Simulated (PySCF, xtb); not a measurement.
N-methyl-N-silylethenamine (C3H9NSi), SMILES C=CN(C)[SiH3]. Other conformers were not sampled.

Harmonic wavenumbers (cm⁻¹) from GFN2-xTB (xtb) at its own minimum, in rising order: 30, 122, 170, 227, 229, 359, 499, 562, 616, 640, 667, 771, 797, 801, 817, 973, 992, 1076, 1104, 1201, 1286, 1339, 1411, 1426, 1487, 1500, 1700, 2218, 2236, 2264, 2930, 2953, 3031, 3045, 3123, 3151.

### Question
What does PBE0-D3(BJ)/def2-SVP (PySCF 2.14.0) give at its own minimum? (An estimate is asked for; the answer gives what the named calculation found.)

### Answer
74, 134, 171, 211, 223, 342, 518, 659, 678, 709, 715, 817, 920, 945, 962, 975, 1000, 1110, 1138, 1243, 1314, 1343, 1429, 1450, 1464, 1492, 1723, 2213, 2239, 2252, 3020, 3095, 3158, 3161, 3176, 3283. Paired by order, the mean absolute difference is 49 cm⁻¹ and the zero-point energies are 68.3 and 70.6 kcal/mol.
